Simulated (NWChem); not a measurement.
System: BeSi₂H₆; SMILES [Be]([SiH3])[SiH3]

The following NWChem deck was run.

```
start job
memory heap 200 mb stack 900 mb global 1100 mb
geometry units angstroms
  Be     0.001066     0.000002     0.000027
  Si     0.000206     2.190094     0.000050
  H      0.222189     2.761013    -1.363786
  H      1.069853     2.761429     0.874536
  H     -1.292397     2.760121     0.489461
  Si     0.000150    -2.190089     0.000072
  H     -1.004190    -2.760299    -0.949359
  H     -0.320432    -2.760618     1.344322
  H      1.324078    -2.761653    -0.394691
end
basis spherical
  * library def2-svp
end
dft
  xc xpbe96 cpbe96
  iterations 150
end
driver
  maxiter 120
end
task dft optimize
task dft freq
```

Parts of the log:

```
             Northwest Computational Chemistry Package (NWChem) 7.3.0
             --------------------------------------------------------

 C3  symmetry detected

                             Geometry "geometry" -> ""
                             -------------------------

 Output coordinates in angstroms (scale by  1.889725989 to convert to a.u.)

  No.       Tag          Charge          X              Y              Z
 ---- ---------------- ---------- -------------- -------------- --------------
    1 Be                   4.0000     0.00000000     0.00000000    -0.00000014
    2 Si                  14.0000    -0.00000000     0.00000000    -2.19009213
    3 H                    1.0000     0.22049577    -1.36414634    -2.76085246
    4 H                    1.0000     1.07113750     0.87302811    -2.76085246
    5 H                    1.0000    -1.29163327     0.49111823    -2.76085246
    6 Si                  14.0000    -0.00000000     0.00000000     2.19009087
    7 H                    1.0000    -1.00527976    -0.94811386     2.76085854
    8 H                    1.0000    -0.31845080     1.34465474     2.76085854
    9 H                    1.0000     1.32373056    -0.39654088     2.76085854

 Effective nuclear repulsion energy (a.u.)      95.3750785203

      Symmetry information
      --------------------

 Group name             C3
 Group number              5
 Group order               3
 No. of unique centers     5

                                Z-matrix (autoz)
                                --------

 Units are Angstrom for bonds and degrees for angles

[...]

      ----------------------
      Optimization converged
      ----------------------

  Step       Energy      Delta E   Gmax     Grms     Xrms     Xmax
  ---- ---------------- -------- -------- -------- -------- --------
@    4    -596.74472459 -1.2D-07  0.00002  0.00001  0.00016  0.00032
                                     ok       ok       ok       ok

                                Z-matrix (autoz)
                                --------

 Units are Angstrom for bonds and degrees for angles

[...]

 Rotational Constants
 --------------------
 A=   1.424848 cm-1  (  2.049992 K)
 B=   0.052251 cm-1  (  0.075175 K)
 C=   0.052251 cm-1  (  0.075175 K)

 Temperature                      =   298.15K
 frequency scaling parameter      =   1.0000

 Zero-Point correction to Energy  =   30.208 kcal/mol  (  0.048140 au)
 Thermal correction to Energy     =   34.633 kcal/mol  (  0.055192 au)
 Thermal correction to Enthalpy   =   35.226 kcal/mol  (  0.056136 au)

 Total Entropy                    =   79.453 cal/mol-K
   - Translational                =   38.680 cal/mol-K (mol. weight =  71.0130)
   - Rotational                   =   23.338 cal/mol-K (symmetry #  =        3)
   - Vibrational                  =   17.435 cal/mol-K

 Cv (constant volume heat capacity) =   23.004 cal/mol-K
   - Translational                  =    2.979 cal/mol-K
   - Rotational                     =    2.979 cal/mol-K
   - Vibrational                    =   17.045 cal/mol-K

[normal modes left out]

 ----------------------------------------------------------------------------
 Normal Eigenvalue ||           Projected Infra Red Intensities
  Mode   [cm**-1]  || [atomic units] [(debye/angs)**2] [(KM/mol)] [arbitrary]
 ------ ---------- || -------------- ----------------- ---------- -----------
    1       -0.000 ||    0.000000           0.000         0.000       0.000
    2       -0.000 ||    0.000000           0.000         0.000       0.000
    3        0.000 ||    0.000000           0.000         0.000       0.000
    4        0.000 ||    0.000000           0.000         0.000       0.000
    5        0.000 ||    0.000000           0.000         0.000       0.000
    6        0.000 ||    0.000000           0.000         0.000       0.000
    7       33.868 ||    0.000000           0.000         0.000       0.000
    8      138.553 ||    0.014759           0.341        14.388       4.356
    9      138.560 ||    0.014758           0.340        14.387       4.356
   10      271.576 ||    0.000000           0.000         0.000       0.000
   11      378.127 ||    0.000000           0.000         0.000       0.000
   12      378.174 ||    0.000000           0.000         0.000       0.000
   13      489.924 ||    0.002568           0.059         2.504       0.758
   14      489.944 ||    0.002568           0.059         2.503       0.758
   15      764.093 ||    0.226877           5.234       221.171      66.959
   16      829.692 ||    0.150668           3.476       146.879      44.467
   17      838.035 ||    0.000000           0.000         0.000       0.000
   18      900.222 ||    0.000001           0.000         0.001       0.000
   19      900.226 ||    0.000000           0.000         0.000       0.000
   20      904.180 ||    0.050851           1.173        49.572      15.008
   21      904.187 ||    0.050851           1.173        49.572      15.008
   22     2123.526 ||    0.086039           1.985        83.875      25.393
   23     2127.003 ||    0.000001           0.000         0.001       0.000
   24     2132.649 ||    0.001622           0.037         1.581       0.479
   25     2132.652 ||    0.001165           0.027         1.135       0.344
   26     2132.889 ||    0.155716           3.592       151.800      45.957
   27     2132.892 ||    0.156400           3.608       152.467      46.159
 ----------------------------------------------------------------------------
```

Level: PBE/def2-SVP. The printed entropy takes a lower symmetry number than the molecule has.
